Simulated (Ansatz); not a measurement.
One change: `C[SiH2]BS` becomes `C[SiH2]BO`.

Ansatz, PBE0-D4/def2-TZVP geometries, multiplicity 1. Each molecule was computed in one conformer, which needn't be the lowest.

```tsv
property	`C[SiH2]BS`
LUMO energy (B3LYP/def2-TZVPP) / eV	-1.86
HOMO energy (B3LYP/def2-TZVPP) / eV	-7.71
HOMO–LUMO gap (PBE/def2-TZVPP) / eV	4.09
HOMO–LUMO gap (ωB97M-V/def2-TZVPP) / eV	10.27
LUMO energy (PBE0/def2-TZVPP) / eV	-1.71
HOMO–LUMO gap (PBE0/def2-TZVPP) / eV	6.20
```

Task: What does the change do to each property? (Best estimate.)

Result: The calculation gave: 
```
                               property  `C[SiH2]BO`  shift
    LUMO energy (B3LYP/def2-TZVPP) / eV        -1.11   0.75
    HOMO energy (B3LYP/def2-TZVPP) / eV        -7.40   0.31
    HOMO–LUMO gap (PBE/def2-TZVPP) / eV         4.45   0.36
HOMO–LUMO gap (ωB97M-V/def2-TZVPP) / eV        10.81   0.54
     LUMO energy (PBE0/def2-TZVPP) / eV        -0.90   0.81
   HOMO–LUMO gap (PBE0/def2-TZVPP) / eV         6.68   0.48
```

With PBE0 the HOMO rises by 0.32 eV and the LUMO rises by 0.81 eV, so the gap widens by about 0.49 eV. PBE moves the HOMO by 0.37 eV and ωB97M-V by 0.28 eV.

B3LYP here is the variant with VWN-RPA as its local correlation; programs differ in this.
